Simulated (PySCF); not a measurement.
# Correlation energy of N²⁺ (nitrogen, charge +2)

[He] 2s2 3s1, 2S determinant (an excited configuration). All numbers are calculated (PySCF 2.14, the spin-free X2C one-electron Hamiltonian (Gaussian nucleus), in x2c-TZVPPall with one added diffuse shell each of s, p, d type (6s4p3d1f, 40 functions)). Frozen: nothing; 5 electrons correlated.

```json
{"level": "CCSD", "correlation energy (mhartree)": "-109.78"}
{"level": "(T)", "correlation energy (mhartree)": "-2.16"}
{"level": "CCSD(T)", "correlation energy (mhartree)": "-111.94"}
{"level": "CCSDT", "correlation energy (mhartree)": "-112.49"}
```

Diagnostics: T1 = 0.0068, D1 = 0.0207, largest double amplitude 0.141.

The outer electron is Rydberg-like, and this basis confines it to a smaller radius and binds it less than a complete one would.

Cost of the coupled-cluster step: about 1.6 core-seconds, for 5 correlated electrons.

Iterations:

```
CC2 = 0
CCSD nocc = (np.int64(3), np.int64(2)), nmo = (40, 40)
frozen orbitals [[], []]
max_cycle = 100
direct = 0
conv_tol = 1e-08
conv_tol_normt = 1e-06
diis_space = 8
diis_start_cycle = 0
Init t2, MP2 energy = -0.0790694159141662
Init E_corr(UCCSD) = -0.0790694159144674
cycle = 1  E_corr(UCCSD) = -0.105165760455974  dE = -0.0260963445  norm(t1,t2) = 0.170366
cycle = 2  E_corr(UCCSD) = -0.124329006624354  dE = -0.0191632462  norm(t1,t2) = 0.302532
cycle = 3  E_corr(UCCSD) = -0.0965780634274512  dE = 0.0277509432  norm(t1,t2) = 0.548784
cycle = 4  E_corr(UCCSD) = -0.110840676601017  dE = -0.0142626132  norm(t1,t2) = 0.0320771
cycle = 5  E_corr(UCCSD) = -0.109346745676825  dE = 0.00149393092  norm(t1,t2) = 0.0374654
cycle = 6  E_corr(UCCSD) = -0.109566559417212  dE = -0.00021981374  norm(t1,t2) = 0.00555212
cycle = 7  E_corr(UCCSD) = -0.10992190868591  dE = -0.000355349269  norm(t1,t2) = 0.00566163
cycle = 8  E_corr(UCCSD) = -0.109805344660179  dE = 0.000116564026  norm(t1,t2) = 0.00353854
cycle = 9  E_corr(UCCSD) = -0.109776668366935  dE = 2.86762932e-05  norm(t1,t2) = 0.000518524
cycle = 10  E_corr(UCCSD) = -0.109780350912193  dE = -3.68254526e-06  norm(t1,t2) = 9.36023e-05
cycle = 11  E_corr(UCCSD) = -0.109780409423476  dE = -5.85112828e-08  norm(t1,t2) = 4.82121e-06
cycle = 12  E_corr(UCCSD) = -0.109780457305551  dE = -4.78820745e-08  norm(t1,t2) = 1.48612e-06
cycle = 13  E_corr(UCCSD) = -0.109780448418303  dE = 8.88724744e-09  norm(t1,t2) = 9.27386e-07
UCCSD converged
E(UCCSD) = -51.94255950163193  E_corr = -0.1097804484183032
UCCSD(T) correction = -0.00216267240118584
```

This basis was not built for core-valence correlation, so the inner-shell part is incomplete.
